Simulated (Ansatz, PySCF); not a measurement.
cyclopentene (C5H8), SMILES C1CCCC=1. Atoms are numbered in the order given.

```xyz
13

C     -0.0628    -1.0732    -0.6692
C     -0.0628    -1.0732     0.6692
C      0.1090     0.3190     1.2319
C     -0.1368     1.2247     0.0000
C      0.1090     0.3190    -1.2319
H     -0.1312    -1.9659    -1.2964
H     -0.1312    -1.9659     1.2964
H     -0.5793     0.5387     2.0653
H      1.1315     0.4437     1.6380
H     -1.1881     1.5546     0.0000
H      0.4874     2.1307     0.0000
H      1.1315     0.4437    -1.6380
H     -0.5793     0.5387    -2.0653
```
Charge 0, spin multiplicity 1.

The structure is a stationary point at B3LYP-D3(BJ)/def2-SVP. Other conformers were not sampled.

Two levels are set side by side: PBE-D3(BJ)/def2-SVP (Ansatz, a quantum-chemistry and plane-wave program) and B3LYP-D3(BJ)/def2-SVP (Ansatz). Each level has its own optimised geometry; the coordinates shown are those of the second. Frequencies come from the Hessian of PySCF at each geometry. Differences are taken from unrounded values.

| quantity | B3LYP-D3(BJ) | PBE-D3(BJ) | PBE-D3(BJ) minus B3LYP-D3(BJ) |
|---|---|---|---|
| mean bond length (Å) | 1.251 | 1.257 | 0.006 |
| bond C1–C2 (Å) | 1.338 | 1.348 | 0.010 |
| bond C1–C5 (Å) | 1.511 | 1.512 | 0.000 |
| bond C2–C3 (Å) | 1.511 | 1.512 | 0.000 |
| bond C3–C4 (Å) | 1.549 | 1.550 | 0.001 |
| bond C4–C5 (Å) | 1.549 | 1.550 | 0.001 |
| bond C1–H6 (Å) | 1.093 | 1.101 | 0.008 |
| bond C2–H7 (Å) | 1.093 | 1.101 | 0.008 |
| bond C3–H8 (Å) | 1.103 | 1.111 | 0.008 |
| bond C3–H9 (Å) | 1.107 | 1.116 | 0.008 |
| bond C4–H10 (Å) | 1.102 | 1.110 | 0.008 |
| bond C4–H11 (Å) | 1.100 | 1.108 | 0.008 |
| bond C5–H12 (Å) | 1.107 | 1.116 | 0.008 |
| bond C5–H13 (Å) | 1.103 | 1.111 | 0.008 |
| highest harmonic wavenumber (cm⁻¹) | 3201 | 3139 | -62 |
| mean harmonic wavenumber (cm⁻¹) | 1545 | 1505 | -40 |
| zero-point energy (kcal/mol) | 72.87 | 70.99 | -1.89 |

Exact exchange shortens and stiffens bonds; PBE has none. Differences between two approximate levels are no errors against the true value.
